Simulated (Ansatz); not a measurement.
A nudged elastic band was laid between two geometries of C₂H₁₀GeN₂ (15 atoms, charge 0, multiplicity 1).

Theory: RKS PBE/def2-SVP in Ansatz.

| Quantity | Value |
| --- | --- |
| movable images | 9 |
| climbing image | yes |
| spring | 5.0 eV/Å² |
| optimiser | quadratic models (default) |
| start path | through a guess of the saddle point |
| force threshold | 0.03 eV/Å |
| iteration limit | 48 |
| end points | relaxed |

First end point:

```xyz
15
Properties=species:S:1:pos:R:3
N -0.300 -0.331 1.641
C 0.555 0.316 0.652
N 1.931 0.004 1.032
C 0.348 -0.121 -0.816
Ge -1.530 -0.051 -1.426
H -1.278 -0.033 1.542
H -0.264 -1.353 1.522
H 0.304 1.409 0.711
H 2.594 0.484 0.410
H 2.098 0.351 1.985
H 0.718 -1.163 -0.933
H 0.951 0.511 -1.504
H -2.214 1.249 -0.913
H -1.590 -0.062 -2.977
H -2.347 -1.262 -0.898
```

Last end point:

```xyz
15
Properties=species:S:1:pos:R:3
N -0.281 0.768 1.692
C 0.691 0.470 0.649
N 1.093 -0.921 0.845
C 0.190 0.635 -0.804
Ge -1.116 -0.762 -1.344
H -0.586 1.747 1.624
H -1.116 0.181 1.556
H 1.528 1.204 0.797
H 1.868 -1.171 0.219
H 1.419 -1.043 1.812
H 1.037 0.581 -1.523
H -0.267 1.637 -0.938
H -2.127 -1.081 -0.210
H -1.933 -0.222 -2.556
H -0.420 -2.073 -1.790
```

(1) Which bonds break or form, and what moves?

(2) What energy profile does the band end with?

(3) What is the geometry of the highest image?

(4) What are the harmonic wavenumbers there?

Results:

(1) No bond is made or broken. The dihedral N1–C2–C4–Ge5 goes from 51 to -71°.

(2) It converged. The highest image is number 4 of 0 to 10, 2.9 kcal/mol above the first end and 3.9 kcal/mol above the last; the last end lies 1.0 kcal/mol below the first. A vibrational analysis at the climbing image gives one clearly imaginary mode, 95i cm⁻¹: a first-order saddle point.

| image | path coordinate (Å) | energy (kcal/mol) | dihedral N1–C2–C4–Ge5 (°) |
| --- | --- | --- | --- |
| 0 | 0.00 | 0.0 | 51 |
| 1 | 0.67 | 0.4 | 38 |
| 2 | 1.34 | 1.3 | 24 |
| 3 | 2.01 | 2.4 | 9 |
| 4 | 2.68 | 2.9 | -5 |
| 5 | 3.44 | 2.3 | -21 |
| 6 | 4.19 | 1.1 | -37 |
| 7 | 4.95 | 0.4 | -52 |
| 8 | 5.70 | 0.2 | -58 |
| 9 | 6.46 | -0.5 | -65 |
| 10 | 7.22 | -1.0 | -71 |

(3) 
```xyz
15
Properties=species:S:1:pos:R:3
N -0.408 0.056 1.610
C 0.656 0.401 0.669
N 1.739 -0.540 0.940
C 0.328 0.353 -0.860
Ge -1.466 -0.328 -1.336
H -1.216 0.682 1.518
H -0.725 -0.908 1.439
H 0.915 1.467 0.908
H 2.572 -0.296 0.390
H 1.998 -0.464 1.932
H 1.055 -0.300 -1.388
H 0.411 1.359 -1.320
H -2.589 0.589 -0.777
H -1.590 -0.354 -2.885
H -1.703 -1.769 -0.810
```

(4) 95i, 164, 173, 307, 333, 366, 439, 445, 506, 538, 664, 749, 796, 805, 838, 860, 867, 880, 996, 1076, 1088, 1157, 1183, 1259, 1323, 1357, 1376, 1551, 1559, 2066, 2075, 2081, 2836, 2982, 3043, 3406, 3408, 3498, 3513 cm⁻¹.

The run took 15 min on 2 threads of Arm Neoverse V1, with other jobs on the host, peak memory 0.2 GiB.
